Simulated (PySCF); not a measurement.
C₃H₁₂N₂Si. Atoms are numbered in the order given.

```xyz
18

C     -3.1551     0.3003     0.4329
C     -2.1473     0.2055    -0.7069
N     -0.7997     0.5472    -0.2890
Si     0.6501    -0.3464    -0.5760
N      1.6684    -0.1627     0.8078
C      3.1161    -0.1625     0.8235
H     -3.1947     1.3251     0.8396
H     -4.1700     0.0377     0.0929
H     -2.8746    -0.3756     1.2562
H     -2.4877     0.8412    -1.5504
H     -2.1295    -0.8263    -1.0989
H     -0.7097     1.5013     0.0535
H      0.1418    -1.7204    -0.9127
H      1.5384     0.0863    -1.7081
H      1.2474    -0.3173     1.7203
H      3.5175     0.5977     1.5181
H      3.4951     0.0863    -0.1805
H      3.5613    -1.1374     1.1052
```
Charge 0, spin multiplicity 1.

Coordinates come from a r2SCAN-D4/def2-SVP optimisation. One conformer was computed; it need not be the lowest.

The numbers are results of KT2/pcSseg-1 (PySCF), not measurements.

GIAO shieldings, no solvent; atoms listed in one row are averaged. δ = σ(ref) − σ: ¹³C against TMS (σ = 185.1 ppm); ¹⁵N against NH3 (σ = 266.2 ppm); ²⁹Si against TMS (σ = 361.9 ppm); ¹H against TMS (σ = 31.47 ppm), references at their B3LYP-D3(BJ)/def2-TZVP geometries, non-relativistic.

### Question
Estimate the chemical shifts. (An estimate is asked for; the answer gives what the named calculation found.)

### Answer

```tsv
nucleus	atoms	count	δ (ppm)
¹³C	C2	1	44.2
¹³C	C6	1	34.0
¹³C	C1	1	25.2
¹⁵N	N3	1	59.5
¹⁵N	N5	1	36.5
²⁹Si	Si4	1	-27.5
¹H	H13, H14	2	5.37
¹H	H10	1	3.42
¹H	H11	1	3.18
¹H	H16, H17, H18	3	3.06
¹H	H7, H8, H9	3	1.32
¹H	H12	1	0.47
¹H	H15	1	0.21
```
